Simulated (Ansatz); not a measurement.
Molecule: CClF2, charge 0, multiplicity 2. It need not be the lowest isomer of its formula. SMILES: F[C](F)Cl
Geometry: optimised at B3LYP-D3(BJ)/def2-TZVP (Ansatz, an electronic-structure program).

Wanted: vertical electron affinity (to the singlet state of charge -1; a negative value means that the extra electron is unbound and the number depends on the basis; each state is the SCF solution reached for its spin), in eV. Valence correlation only, unless marked. UHF or UKS for open shells. Spin-orbit coupling is left out. No relativistic terms. Anions need diffuse functions: aug- sets have them; def2-D sets add few. CBS(X,Y): correlation extrapolated as X^-3; Hartree-Fock from the larger set. The bracket is a focal-point correction in the basis named.

```json
[
 {"level": "B3LYP/def2-TZVPD", "program": "Ansatz", "vertical electron affinity (eV)": "0.64"},
 {"level": "PBE0/def2-TZVPD", "program": "Ansatz", "vertical electron affinity (eV)": "[?]"},
 {"level": "B2PLYP/def2-TZVPD", "program": "Ansatz", "vertical electron affinity (eV)": "0.52"},
 {"level": "CCSD/aug-cc-pV(D+d)Z", "program": "Ansatz", "vertical electron affinity (eV)": "[?]"},
 {"level": "RI-MP2/CBS(aug-cc-pV(T+d)Z,aug-cc-pV(Q+d)Z)+[CCSD(T)-MP2]/aug-cc-pV(D+d)Z", "program": "Ansatz", "vertical electron affinity (eV)": "0.72"}
]
```

Problem. Complete the blanks.

Solution. 
- PBE0/def2-TZVPD, vertical electron affinity (eV): 0.45
- CCSD/aug-cc-pV(D+d)Z, vertical electron affinity (eV): 0.35
